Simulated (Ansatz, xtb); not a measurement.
**Two isomers of C4H4BrNS**

We compare a, `Cc1nc(Br)cs1`, a singlet, with b, `Cc1cnc(Br)s1`, a singlet. Both are isolated molecules in the gas phase, relaxed with B3LYP/def2-SVP.

Which of the two would you expect CCSD(T)/def2-SVP + ΔMP2/def2-TZVPP electronic energies to favour?

Structure a; the calculation gives E(b) − E(a) = +2.7 kcal/mol.

The same difference at several levels:

| level | geometry | E(b) − E(a) (kcal/mol) | departure from the last row (kcal/mol) | job, with rough time for the two |
| --- | --- | --- | --- | --- |
| GFN2-xTB | GFN2-xTB | +3.3 | +0.7 | optimisation, 0.12 s |
| HF/STO-3G | GFN2-xTB | +0.2 | −2.5 | single point, 0.76 s |
| r2SCAN-D4/def2-SVP | GFN2-xTB | +2.2 | −0.4 | single point, 8.4 s |
| B3LYP/def2-SVP | B3LYP/def2-SVP | +2.1 | −0.6 | optimisation, 59 s |
| HF/def2-SVP | B3LYP/def2-SVP | +3.0 | +0.3 | part of the CCSD(T) run |
| MP2/def2-SVP | B3LYP/def2-SVP | +2.2 | −0.5 | part of the CCSD(T) run |
| CCSD(T)/def2-SVP | B3LYP/def2-SVP | +2.3 | −0.4 | single point |
| CCSD(T)/def2-SVP + ΔMP2/def2-TZVPP | B3LYP/def2-SVP | +2.7 |  | single point, 2.5 min |

As drawn, both hold the same kinds of bond in the same numbers.

HF/STO-3G finds them nearly level. The largest departure from CCSD(T)/def2-SVP + ΔMP2/def2-TZVPP is that of HF/STO-3G, 2.5 kcal/mol. The last row adds to CCSD(T) the change of the MP2 difference between the two basis sets, here +0.4 kcal/mol.

With thermal terms from frequencies at re-optimised GFN2-xTB minima (ideal gas, soft modes damped towards free rotors, one conformer each, 298.15 K, 1 atm): on the last row, ΔE + ΔZPE = +2.9, ΔH = +2.9, ΔG = +3.0 kcal/mol.

The correlated steps freeze 19 core orbitals; the filled d shell of Br is correlated, in a basis made for valence electrons. Run with Ansatz 0.2.0, xtb 6.7.1; the last row on 2 threads of Arm Neoverse V2 on a shared host.
